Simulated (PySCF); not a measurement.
# Correlation energy of Os⁶⁴⁺ (osmium, charge +64)

[Ne] 3s2, closed-shell 1S. All numbers are calculated (PySCF 2.14, scalar relativity by spin-free X2C-1e, in an uncontracted even-tempered set (17 s from 19 bohr⁻², ratio 2.5; 12 p from 25 bohr⁻², ratio 2.5; 4 d from 89 bohr⁻², ratio 2.7; 4 f from 130 bohr⁻², ratio 2.7)). Frozen: 1s2; 10 electrons correlated; the 20 highest virtual orbitals of each spin left out.

```json
{"level": "CCSD", "correlation energy (mhartree)": "-495.82"}
{"level": "(T)", "correlation energy (mhartree)": "-0.32"}
{"level": "CCSD(T)", "correlation energy (mhartree)": "-496.14"}
```

Diagnostics: T1 = 9.1e-05, D1 = 0.0003, largest double amplitude 0.030.

Task: Is a single reference adequate?

Result: Yes, within this model without spin-orbit coupling: T1 lies below 0.03 and no double amplitude reaches 0.07.

At this charge the one-electron X2C treatment keeps the bare 1/r₁₂, with no two-electron picture change or Breit term. The effect here is smaller than on the frozen 1s shell; and a scalar Hamiltonian misses the large spin-orbit splitting of the p shells, which matters for ns² → np² pairs.
